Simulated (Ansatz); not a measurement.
Reaction: C2H5N (N-methylmethanimine, SMILES N(C)=C) + H+ → C2H6N+ (SMILES [NH+](C)=C)
Each species at its own B3LYP-D3(BJ)/def2-TZVP minimum (Ansatz, a program for electronic structure).

Quantity: proton affinity (electronic), positive where energy is released, in kJ/mol. UHF or UKS for unpaired electrons; spin-orbit terms are left out. CBS(X,Y): correlation extrapolated as X^-3, Hartree-Fock from the larger set. A bracket is a step between two methods taken in the basis named. Functionals run without relativity, which enters their misses. 'core' is core correlation in cc-pwCVTZ, 'X2C' scalar relativity in cc-pVTZ-DK, both at CCSD(T).

CCSD(T)/CBS(cc-pVTZ,cc-pVQZ) + [CCSDT(Q) - CCSD(T)]/cc-pVDZ + core + X2C (Ansatz) gives 933.8 kJ/mol.

Q: How far off this value is PBE/def2-TZVPD (Ansatz), in which direction, and which of these levels come nearer: r2SCAN/def2-TZVPD, B3LYP/def2-TZVPD, PBE0/def2-TZVPD, CCSD(T)/CBS(cc-pVTZ,cc-pVQZ) + core + X2C?

A: PBE gives 925.1 kJ/mol, 8.7 kJ/mol below it. Differences of the others: r2SCAN/def2-TZVPD (Ansatz) -1.0; B3LYP/def2-TZVPD (Ansatz) -0.9; PBE0/def2-TZVPD (Ansatz) 2.1; CCSD(T)/CBS(cc-pVTZ,cc-pVQZ) + core + X2C (Ansatz) 0.3 kJ/mol. Nearer than PBE: r2SCAN/def2-TZVPD, B3LYP/def2-TZVPD, PBE0/def2-TZVPD, CCSD(T)/CBS(cc-pVTZ,cc-pVQZ) + core + X2C.
